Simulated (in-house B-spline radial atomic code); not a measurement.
A run on neutral ytterbium that did not converge. Method: scalar-relativistic (X2C) HSE06, spin-polarised, spherical fractional occupations, Fermi nucleus of rms radius 5.3108 fm; computed with an all-electron radial atomic-structure program (B-spline basis).

Command:
```bash
python run_scf.py task.json out
```
Settings (nuclear radius in fm, mass in u):
```
Z                70
configuration    [Kr] 4d10 4f14 5s2 5p5.875 5f0.125 6s2
hamiltonian      x2c
method           hse06
spin_polarised   True
nucleus          fermi
rms_radius       5.3108
atomic_mass      173.93887
speed_of_light   137.035999084
```

First and last ten iterations of the last attempt (damped for 15 steps, keeping 80 % of the old Fock matrix, then DIIS):
```
 iter        energy (Eh)    residual
    1      -14057.624614    5.01e-01
    2      -13933.566333    1.10e+00
    3      -14052.694368    4.87e-01
    4      -14057.338837    2.11e-01
    5      -14058.731606    8.59e-02
    6      -14059.062821    4.82e-02
    7      -14059.146032    3.34e-02
    8      -14059.178696    2.46e-02
    9      -14059.195950    1.87e-02
   10      -14059.205706    1.44e-02
  111      -14059.219381    1.77e-05
  112      -14059.219380    1.02e-05
  113      -14059.219380    1.18e-05
  114      -14059.219378    1.44e-05
  115      -14059.219378    1.30e-05
  116      -14059.219378    1.98e-05
  117      -14059.219376    2.15e-05
  118      -14059.219376    2.06e-05
  119      -14059.219375    2.21e-05
  120      -14059.219377    1.85e-05
 not converged after 120 iterations
```

The smallest residual met was 6.4e-06; the threshold is about 7e-07. Over the last five steps the energy moves by less than 6e-06 hartree, but the orbitals didn't meet the threshold. Time taken, with all properties: 36 s on 1 thread of Arm Neoverse V1, on a shared host.
